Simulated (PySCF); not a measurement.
C9H8O.
SMILES: `C=Cc1ccc(C=O)cc1`

Computed, not measured: PySCF 2.14.0, density-fitted response routines, TDDFT CAM-B3LYP/def2-SVPD, vertical, gas phase, core orbitals frozen in the response. One conformer (not necessarily the lowest) at the PBE0-D3(BJ)/def2-SVP geometry, without solvent, vibrations or thermal averaging. Torsions of this conformer, `[CH2:1]=[CH:2][c:3]1[cH:4][cH:5][c:6]([CH:7]=[O:8])[cH:9][cH:10]1`: C1–C2–C3–C4 180°, C5–C6–C7–O8 0°.

What does the calculation give for the low-lying excited states?

```tsv
state	E (eV)	E (kJ/mol)	λ (nm)	f	symmetry	main configurations (H = HOMO, L = LUMO)
S1	3.85	371	322.4	0.0002	–	H-2→L (71%), H-2→L+2 (17%)
S2	4.58	442	270.8	0.575	A′	H→L (94%)
S3	4.75	458	260.9	0.015	A′	H-1→L (68%), H→L+1 (23%)
S4	6.01	580	206.3	0.199	A′	H→L+1 (72%), H-1→L (21%)
S5	6.41	618	193.4	0.117	A′	H→L+2 (50%), H-3→L (34%)
S6	6.62	639	187.3	0.083	A′	H→L+2 (38%), H-3→L (28%), H-1→L+1 (26%)
```

The lowest singlet lies at 3.85 eV (322 nm, ultraviolet) and is dark (f under 0.0005); its leading configuration is HOMO-2→LUMO (71%). The strongest level in the table is S2 at 4.58 eV (271 nm, f = 0.575). Löwdin shares by element: HOMO carbon 62% or more (atoms not listed hold the other 38%); LUMO carbon 37% or more, oxygen 13% (atoms not listed hold the other 50%). Orbital energies (eV): HOMO-3 -10.40, HOMO-2 -9.08, HOMO-1 -9.07, HOMO -8.19, LUMO -1.23, LUMO+1 0.37, LUMO+2 0.89. Weighted by f, the mean energy of these states is 5.26 eV. The oscillator strengths of these states sum to 0.990; summed over the whole spectrum of an exact calculation they would give the number of electrons, 70 (Thomas–Reiche–Kuhn). Symmetry labels in Cs follow from the direction of the transition dipole and are given only for states with f of 0.002 or more. The window holds the lowest 6 singlets.
